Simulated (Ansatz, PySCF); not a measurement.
Process, species as SMILES: [OH][GeH-][Cl] -> [O-][GeH2][Cl]
Geometries: B3LYP-D3(BJ)/def2-TZVP minima from Ansatz (an electronic-structure program), one conformer each, not searched for the lowest.

Wanted: isomerisation energy (enthalpy at 298 K, with B3LYP-D3(BJ) rigid-rotor harmonic-oscillator terms from PySCF), in kJ/mol. Cores are frozen in the correlated levels unless marked. No spin-orbit coupling. The frozen core is the preceding noble-gas configuration, with the filled d and f shells of earlier blocks. Non-relativistic. Anions need diffuse functions: def2-D sets add few; the other sets have none. CBS marks a two-point X^-3 extrapolation of the correlation energy; Hartree-Fock from the larger set. The bracket is a focal-point correction in the basis named.

```csv
level,program,isomerisation energy (kJ/mol)
PBE-D3(BJ)/def2-TZVPD,Ansatz + dftd3,49.4
BLYP-D3(BJ)/def2-TZVPD,Ansatz + dftd3,?
TPSS/def2-TZVPD,PySCF,35.2
M06-L-D4/def2-TZVPD,PySCF + dftd4,39.5
M06-L/def2-TZVPD,PySCF,39.6
r2SCAN/def2-TZVPD,Ansatz,?
B97M-V/def2-TZVPD,Ansatz,?
PBE0/def2-TZVP,Ansatz,50.3
TPSSh-D4/def2-TZVPD,PySCF + dftd4,38.0
PW6B95-D3(BJ)/def2-TZVPD,PySCF + dftd3,55.5
PW6B95/def2-TZVPD,PySCF,55.2
CAM-B3LYP-D4/def2-TZVPD,Ansatz + dftd4,54.7
LC-wPBE-D3(BJ)/def2-TZVPD,Ansatz + dftd3,?
B2GP-PLYP/def2-TZVPD,Ansatz,40.8
B2PLYP/def2-TZVPD,Ansatz,42.9
SCS-MP2/STO-3G,Ansatz,81.3
CCSD/def2-SVPD,Ansatz,52.7
"RI-MP2/CBS(def2-TZVPPD,def2-QZVPPD)+[CCSD(T)-MP2]/def2-TZVPPD",Ansatz,43.3
```

Task: What belongs in the gaps?

Result: 
- BLYP-D3(BJ)/def2-TZVPD, isomerisation energy (kJ/mol): 56.4
- r2SCAN/def2-TZVPD, isomerisation energy (kJ/mol): 42.8
- B97M-V/def2-TZVPD, isomerisation energy (kJ/mol): 37.5
- LC-wPBE-D3(BJ)/def2-TZVPD, isomerisation energy (kJ/mol): 40.5
